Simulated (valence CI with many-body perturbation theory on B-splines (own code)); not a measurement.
The numbers below are computed, except where a source is named.
Energy levels of Nd⁵⁴⁺

Method: valence CI with perturbative core correlation (CI+MBPT): four valence electrons over a frozen Dirac-Fock core [He], a basis of 11 s, 11 p, 10 d, 8 f, 5 g, 2 h functions for each j, with the one-electron correlation potential Σ1, the two-electron term Σ2, the three-electron term Σ3, Breit, model QED; selected CI, second order for the rest, scaled by the run's own slope (own B-spline code, finite nucleus).

The last digits are not significant, and no measured levels were compared; by estimate large intervals hold to a few tenths of a per cent, small ones and those within an open d or f shell to about a per cent. Among the levels kept, up to 910 cm⁻¹ of a level comes from second order outside the variational space, and about a tenth of that is noise between levels of different J, which matters for small intervals.

Levels 136 to 180 of 208, with energies above the lowest level, (2s^2 2p1/2^2) J=0. "Leading %" is the weight of the configuration and term that name the level; weights of strongly mixed levels are sums over their largest components and can fall short, so below about 35 % the name and the second component can differ from the true leading terms, or belong to a minority configuration. In the jj column 3d3/2^4 stands for four electrons in 3d with j = 3/2.

```
No.  Configuration  Term  J  E (× 10³ cm⁻¹)  Leading %      g    Second component                  Leading jj
136      2s 2p2 3s    3S  1           62766         68  1.938   16 % 2s 2p2 3s 3P        2s 2p3/2^2 3s (99 %)
137         2p3 3d   3D°  1           62770         35  1.047     27 % 2p3 3d 1P°  2p1/2^2 2p3/2 3d5/2 (98 %)
138      2s 2p2 3s    1P  1           62813         44  0.986   29 % 2s 2p2 3s 3D        2s 2p3/2^2 3s (99 %)
139      2s 2p2 3s    3P  2           62831         64  1.368   17 % 2s 2p2 3s 1D        2s 2p3/2^2 3s (99 %)
140      2s 2p2 3s    1S  0           62953         69          30 % 2s 2p2 3s 3P        2s 2p3/2^2 3s (99 %)
141      2s 2p2 3p   3P°  0           63415         80         14 % 2s 2p2 3p 5D°     2s 2p3/2^2 3p1/2 (99 %)
142      2s 2p2 3p   3P°  1           63418         34  1.293  24 % 2s 2p2 3p 3D°     2s 2p3/2^2 3p1/2 (98 %)
143      2s 2p2 3p   3P°  1           63421         49  1.315  26 % 2s 2p2 3p 1P°     2s 2p3/2^2 3p1/2 (98 %)
144      2s 2p2 3p   3D°  2           63437         33  1.057  22 % 2s 2p2 3p 1D°     2s 2p3/2^2 3p1/2 (98 %)
145      2s 2p2 3p   3D°  3           63913         51  1.381  30 % 2s 2p2 3p 5P°     2s 2p3/2^2 3p3/2 (94 %)
146      2s 2p2 3p   5D°  4           63921         59  1.380  41 % 2s 2p2 3p 3F°     2s 2p3/2^2 3p3/2 (99 %)
147      2s 2p2 3p   3P°  1           63952         32  1.478  21 % 2s 2p2 3p 3S°     2s 2p3/2^2 3p3/2 (80 %)
148         2p3 3s   5S°  2           64050         34  1.469     18 % 2p3 3s 1D°     2p1/2 2p3/2^2 3s (64 %)
149         2p3 3s   3D°  2           64215         38  1.380     18 % 2p3 3s 5S°     2p1/2 2p3/2^2 3s (59 %)
150         2p3 3s   3S°  1           64255         43  1.343     36 % 2p3 3s 3D°     2p1/2 2p3/2^2 3s (79 %)
151         2p3 3s   3D°  3           64279         84  1.313   6 % 2s 2p2 3p 3D°     2p1/2 2p3/2^2 3s (84 %)
152         2p3 3s   1D°  2           64413         55  1.132     17 % 2p3 3s 3D°     2p1/2 2p3/2^2 3s (74 %)
153      2s 2p2 3d    5P  1           64498         24  1.744      17 % 2p3 3p 5P     2s 2p3/2^2 3d3/2 (62 %)
154      2s 2p2 3d    5D  2           64502         19  1.351   19 % 2s 2p2 3d 5P     2s 2p3/2^2 3d3/2 (81 %)
155      2s 2p2 3d    5D  3           64531         26  1.284   18 % 2s 2p2 3d 3F     2s 2p3/2^2 3d3/2 (88 %)
156         2p3 3s   3P°  1           64543         34  1.247  20 % 2s 2p2 3p 1P°     2p1/2 2p3/2^2 3s (52 %)
157      2s 2p2 3d    3F  4           64584         36  1.224   25 % 2s 2p2 3d 5F     2s 2p3/2^2 3d3/2 (92 %)
158      2s 2p2 3p   3P°  0           64599         59         37 % 2s 2p2 3p 1S°     2s 2p3/2^2 3p3/2 (95 %)
159      2s 2p2 3p   3P°  2           64649         71  1.418   5 % 2s 2p2 3p 5D°     2s 2p3/2^2 3p3/2 (98 %)
160         2p3 3s   3P°  0           64658         95                                2p1/2 2p3/2^2 3s (95 %)
161      2s 2p2 3p   3D°  3           64665         59  1.253  13 % 2s 2p2 3p 3F°     2s 2p3/2^2 3p3/2 (89 %)
162         2p3 3p    5P  1           64674         28  1.691   15 % 2s 2p2 3d 5P  2p1/2 2p3/2^2 3p1/2 (63 %)
163         2p3 3p    3F  2           64701         29  1.238      18 % 2p3 3p 3P  2p1/2 2p3/2^2 3p1/2 (82 %)
164      2s 2p2 3p   3P°  2           64727         45  1.336  24 % 2s 2p2 3p 1D°     2s 2p3/2^2 3p3/2 (99 %)
165      2s 2p2 3d    5F  5           64762         59  1.301   41 % 2s 2p2 3d 3G     2s 2p3/2^2 3d5/2 (99 %)
166      2s 2p2 3d    3F  4           64789         56  1.268   26 % 2s 2p2 3d 5D     2s 2p3/2^2 3d5/2 (93 %)
167         2p3 3p    3F  3           64797         40  1.107      30 % 2p3 3p 1F  2p1/2 2p3/2^2 3p1/2 (90 %)
168      2s 2p2 3p   1P°  1           64818         29  1.225     29 % 2p3 3s 3P°     2s 2p3/2^2 3p3/2 (56 %)
169      2s 2p2 3d    3P  0           64894         76          13 % 2s 2p2 3d 1S     2s 2p3/2^2 3d5/2 (87 %)
170      2s 2p2 3p   1P°  1           64935         34  1.211  24 % 2s 2p2 3p 3S°     2s 2p3/2^2 3p3/2 (94 %)
171      2s 2p2 3d    3P  1           64984         33  1.337   21 % 2s 2p2 3d 3D     2s 2p3/2^2 3d5/2 (81 %)
172      2s 2p2 3d    3D  3           65016         40  1.198   17 % 2s 2p2 3d 3F     2s 2p3/2^2 3d5/2 (86 %)
173         2p3 3p    3P  2           65042         51  1.311      21 % 2p3 3p 1D  2p1/2 2p3/2^2 3p1/2 (98 %)
174      2s 2p2 3d    3P  2           65064         37  1.281   18 % 2s 2p2 3d 3D     2s 2p3/2^2 3d5/2 (87 %)
175         2p3 3p    3D  1           65083         48  0.703   16 % 2s 2p2 3d 3D  2p1/2 2p3/2^2 3p1/2 (65 %)
176      2s 2p2 3d    3P  1           65230         15  0.811   14 % 2s 2p2 3d 1P     2s 2p3/2^2 3d3/2 (72 %)
177      2s 2p2 3d    3F  2           65251         36  1.004   22 % 2s 2p2 3d 3D     2s 2p3/2^2 3d3/2 (95 %)
178      2s 2p2 3d    3F  3           65270         34  1.018   30 % 2s 2p2 3d 1F     2s 2p3/2^2 3d3/2 (91 %)
179      2s 2p2 3d    3D  2           65293         57  1.124   17 % 2s 2p2 3d 1D     2s 2p3/2^2 3d3/2 (85 %)
180      2s 2p2 3d    3D  1           65319         62  0.692       9 % 2p3 3p 3D     2s 2p3/2^2 3d3/2 (86 %)
```

Where two levels of one J and parity lie close, their mixing, g and order are uncertain.
